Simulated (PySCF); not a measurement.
## Löwdin shares of the frontier orbitals

Compound: C4H9PSe.
SMILES with atom numbers: `[CH2:1]=[CH:2][P@H:3](=[Se:4])[CH2:5][CH3:6]` (hydrogens: H7, H8 on C1; H9 on C2; H10 on P3; H11, H12 on C5; H13, H14, H15 on C6)

Geometry (PBE0-D3(BJ)/def2-SVP, Å), atoms numbered from 1 in this order:
```xyz
15
C4H9PSe angstrom
C      2.8648    0.0845   -0.2509
C      1.6634   -0.0104   -0.8187
P      0.1922    0.7262   -0.0567
Se     0.4988    1.7856    1.7256
C     -1.0022   -0.6632    0.0363
C     -2.3745   -0.2386    0.5295
H      3.7491   -0.3712   -0.7062
H      2.9855    0.6311    0.6925
H      1.5114   -0.5462   -1.7642
H     -0.3449    1.4952   -1.1319
H     -0.5371   -1.3930    0.7192
H     -1.0459   -1.1260   -0.9649
H     -2.8514    0.4729   -0.1624
H     -3.0374   -1.1113    0.6251
H     -2.2964    0.2485    1.5129
```

Computed, not measured: PySCF, TDDFT CAM-B3LYP/def2-SVPD, vertical, gas phase, core orbitals frozen in the response. The CAM-B3LYP/def2-SVPD calculation is non-relativistic and has no spin–orbit coupling, an omission that weighs most on selenium.

Frontier orbitals with the atoms that hold most of them (Löwdin shares over 4%, at most four atoms; ? is withheld):

```json
{"orbital": "HOMO-3", "ε (eV)": "-10.73", "atoms": "Se4 50%, P3 22%, C5 8%, C2 6%"}
{"orbital": "HOMO-2", "ε (eV)": "-9.88", "atoms": "C2 38%, C1 35%, P3 7%, C5 5%"}
{"orbital": "HOMO-1", "ε (eV)": "-7.39", "atoms": "?"}
{"orbital": "HOMO", "ε (eV)": "-7.32", "atoms": "Se4 77%, P3 15%"}
{"orbital": "LUMO", "ε (eV)": "?", "atoms": "?"}
{"orbital": "LUMO+1", "ε (eV)": "1.03", "atoms": "Se4 45%, H10 16%, P3 14%, C2 6%"}
{"orbital": "LUMO+2", "ε (eV)": "1.10", "atoms": "Se4 24%, C2 11%, C5 10%, H9 9%"}
```

Problem. Which atoms hold the LUMO, and with what shares?

Solution. C1 (bonded to C and 2 H) 36%; C2 (bonded to C, P and H) 28%; P3 (bonded to 2 C, Se and H) 10%; H7 (bonded to C) 6%. By element: carbon 64% or more, phosphorus 10%, hydrogen 6% or more.

Problem. Which atoms hold the HOMO-1, and with what shares?

Solution. Se4 (bonded to P) 75%; P3 (bonded to 2 C, Se and H) 13%.

Problem. What is the LUMO energy, and the HOMO–LUMO gap?

Solution. ε(LUMO) = 0.16 eV; the gap is 7.47 eV (0.2746 hartree).

Problem. How does S1 compare with the orbital gap of 7.47 eV?

Solution. S1 is at 4.67 eV (f = 0.0000), 2.81 eV below the gap, made of HOMO-1→LUMO (96%). Its leading pair isn't HOMO and LUMO; the energies of that pair differ by 7.55 eV. Without the coupling terms of the response equations the lowest excitation would equal the gap.

Problem. One configuration dominates each of S1 and S2. Which, and how do the shares of the two leading atoms of either orbital change from the occupied to the empty one?

Solution. 
- S1 (4.67 eV, f 0.0000), HOMO-1→LUMO (96%): Se4 75% → at most 6%, P3 13% → 10%, C1 at most 4% → 36%, C2 at most 4% → 28%
- S2 (4.75 eV, f 0.0083), HOMO→LUMO (95%): Se4 77% → at most 6%, P3 15% → 10%, C1 at most 4% → 36%, C2 at most 4% → 28%

On AMD EPYC 7R43, one thread, shared host, this took 3.3 min and 1.0 GiB of memory at its peak.

One conformer stands for the species.
